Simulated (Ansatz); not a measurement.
Ansatz results at the PBE0-D4/def2-TZVP geometry: ideal-gas entropy at 298 K and 1 bar (rigid rotor, harmonic PBE0-D4/def2-TZVP) 292 J/(mol·K); HOMO–LUMO gap (B3LYP/def2-TZVPP) 6.98 eV; LUMO energy (PBE0/def2-TZVPP) -0.38 eV.

Each molecule was computed in one conformer, which needn't be the lowest.

(1) Which molecule gave them?
A. `OC1(F)C=C1`
B. `[CH3][AlH][TeH]`
C. `C#COCF`
D. `FC1C=CO1`

Results:

(1) A. The others give `[CH3][AlH][TeH]`: 342, 5.10, -1.20; `FC1C=CO1`: 282, 6.39, -0.23; `C#COCF`: 310, 8.10, 1.19.

B3LYP here is the variant with VWN-RPA as its local correlation; programs differ in this.
